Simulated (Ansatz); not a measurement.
Pulling on the C4–H6 bond in C2H5Al (SMILES C=[CH][AlH2]) (multiplicity 1 held, fragments rigid). Energies count from the point at 1.089 Å.
Geometry at that point (charge 0, multiplicity 1):
```xyz
8

Al    -0.1364     0.1629     1.1626
H     -0.8151     1.5910     1.2176
H      0.1783    -0.6444     2.4857
C      0.2915    -0.5524    -0.5896
C      0.0180     0.1449    -1.6988
H      0.7594    -1.5259    -0.7301
H      0.2417    -0.2199    -2.6984
H     -0.4483     1.1257    -1.6579
```

Restricted levels (R-, RO-) in cc, def2 and unpolarised 6-31G sets keep to the state of the molecule at rest.

Frozen-core correlation.

Programs: Ansatz (Gaussian basis) for Hartree–Fock, density functionals and correlated methods. Each number belongs to the level named beside it.

### Question
Give the energy at R = 3.485 Å at the level R-MP2/cc-pV(T+d)Z.

### Answer
147.0 kcal/mol

### Question
Estimate the energy at R = 3.485 Å that R-wB97X-V/cc-pV(T+d)Z returns for this input.

### Answer
163.4 kcal/mol

Doubts at one or more of the structures used: a restricted determinant that unrestricted orbitals would lower (R-wB97X-V/cc-pV(T+d)Z, R-MP2/cc-pV(T+d)Z).

Ansatz is a program for electronic structure.
